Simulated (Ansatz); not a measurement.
Ansatz (a first-principles code) input for difluoromethyl(methyl)silane (C2H6F2Si), SMILES C[SiH2]C(F)F, PBE/def2-SVPD. Coordinates come from a B3LYP-D3(BJ)/def2-SVP optimisation. Other conformers were not sampled.

Ansatz 0.2 input:
```yaml
crystal:
  periodic: [false, false, false]
  atoms:
    - {symbol: C, position_ang: [-0.96227089, -1.75566579, 0.00000010]}
    - {symbol: Si, position_ang: [0.70623116, -0.89901092, -0.00000007]}
    - {symbol: C, position_ang: [0.37258105, 0.99696789, -0.00000004]}
    - {symbol: F, position_ang: [-0.37215387, 1.31621465, -1.10853294]}
    - {symbol: F, position_ang: [-0.37215364, 1.31621465, 1.10853302]}
    - {symbol: H, position_ang: [-1.53624709, -1.45821266, 0.89131927]}
    - {symbol: H, position_ang: [-0.85723357, -2.85154996, 0.00000008]}
    - {symbol: H, position_ang: [-1.53624727, -1.45821266, -0.89131896]}
    - {symbol: H, position_ang: [1.50728359, -1.21822505, -1.21633988]}
    - {symbol: H, position_ang: [1.50728384, -1.21822506, 1.21633956]}
    - {symbol: H, position_ang: [1.26483088, 1.65090195, -0.00000013]}
basis:
  gaussian:
    orbitals: def2-SVPD
hamiltonian:
  xc: {name: PBE}
```

Log of the run:

```
WARN ansatz: RAYON_NUM_THREADS=1 ignored (pool sized by the plan → 1); use --threads N
Functional definition: PBE
integrals: 0.09 GiB planned
1320 factors; their error is unknown
mean field: 0.60 GiB planned
mean field evaluation 1: about -15455.6670 eV, gradient 5.8e1 eV
mean field evaluation 2: about -15445.0024 eV, gradient 8.4e1 eV
mean field evaluation 4: about -15463.2563 eV, gradient 6.2e0 eV
mean field evaluation 8: about -15463.3299 eV, gradient 2.4e-1 eV
mean field evaluation 16: about -15463.2719 eV, gradient 1.5e-4 eV
mean field -15463.27190851 eV, -568.2647612557 hartree, gradient 3.2e-5 eV, S^2 0.000000; 0 other end points of the search recorded, 0 dependent functions left out
reference -15463.27195650 eV, -568.2647630191 hartree; 25, 25 occupied and 133, 133 virtual orbitals, 1320 factors
Total energy: -15463.27195650 eV, -568.2647630191 hartree
```

Self-consistency was reached.
